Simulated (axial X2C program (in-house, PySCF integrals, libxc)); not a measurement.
Excited states of PbF⁺ by EOM-EE-CCSD

Computed with an in-house all-electron X2C program for linear molecules (integrals from PySCF): two-component X2C with atomic mean-field Coulomb and Gaunt terms, Gaussian nuclei, basis Pb dyall-acv3z, F dyall-av3z with contracted cores.

R = 1.973 Å (near the PBE0 minimum at charge 1 of the determinant lowest at the starting distance; the state shown can have its own minimum elsewhere).

Hartree–Fock spinors of PbF⁺ (one of each Kramers pair; a window near the gap, which can cut inner shells):

```
  ω  occupied  ε (eV)                    character
1/2       yes  -24.52    53% F p, 42% Pb s, 3% F s
3/2       yes  -21.67    93% F p, 3% Pb f, 2% Pb d
1/2       yes  -21.64    92% F p, 3% Pb f, 2% Pb p
1/2       yes  -19.49  41% F p, 36% Pb s, 18% Pb p
1/2        no   -6.71    86% Pb p, 7% F p, 3% Pb d
3/2        no   -5.78    88% Pb p, 7% F p, 3% Pb d
1/2        no   -3.68   70% Pb p, 14% Pb d, 6% F s
1/2        no   -2.84   86% Pb s, 6% Pb d, 5% Pb p
1/2        no   -1.96            96% Pb p, 3% Pb d
3/2        no   -1.85                     98% Pb p
```

Vertical excitation energies from the closed-shell determinant state of PbF⁺:

```csv
Ω,excitation (eV),cm⁻¹,hole of the leading pair,particle of the leading pair,weight of the pair (for Ω = 0 its time-reversed partner can hold as much again),singles weight
0⁻,4.589,37012,"40% F pσ, 38% Pb sσ, 17% Pb pσ",84% Pb pπ,0.48,0.96
0⁺,4.712,38001,"39% Pb sσ, 38% F pσ, 17% Pb pσ",87% Pb pπ,0.48,0.96
1,4.955,39964,"47% F pσ, 31% Pb sσ, 17% Pb pσ",83% Pb pπ,0.83,0.95
2,5.923,47768,"39% F pσ, 38% Pb sσ, 17% Pb pσ","89% Pb pπ, 6% F pπ",0.94,0.96
1,5.969,48141,93% F pπ,"81% Pb pπ, 8% F pπ",0.84,0.91
0⁻,5.993,48334,93% F pπ,"80% Pb pπ, 8% F pπ",0.45,0.92
2,6.054,48832,93% F pπ,"80% Pb pπ, 7% F pπ",0.89,0.91
1,6.056,48845,93% F pπ,"81% Pb pπ, 8% F pπ",0.85,0.91
0⁺,6.415,51737,92% F pπ,79% Pb pπ,0.42,0.91
1,6.526,52638,"51% F pσ, 27% Pb sσ, 17% Pb pσ","88% Pb pπ, 7% F pπ",0.79,0.93
```

This point took 35 s on 1 thread of Arm Neoverse N1, with other jobs on the host.

Reference electrons by ω block (each with its −ω partner): 1/2: 26, 3/2: 13, 5/2: 5, 7/2: 1. 10 electrons of PbF⁺ correlated (inner shells frozen), 88 natural virtual spinors (a truncated set); levels can be off by some tenths of an eV. Roots sought by Ω: (0: 5, 1: 4, 2: 3, 3: 1); the list ends where they run out and leaves out roots under 60 % singles weight. The solver can skip a root, and states that need a further excitation, which the method places far too high, are missing though they may lie low or lowest. T1 of the reference 0.023 (Lee–Taylor). Number of frozen shells: Pb 5 s, 4 p, 3 d, 1 f; F 1 s.
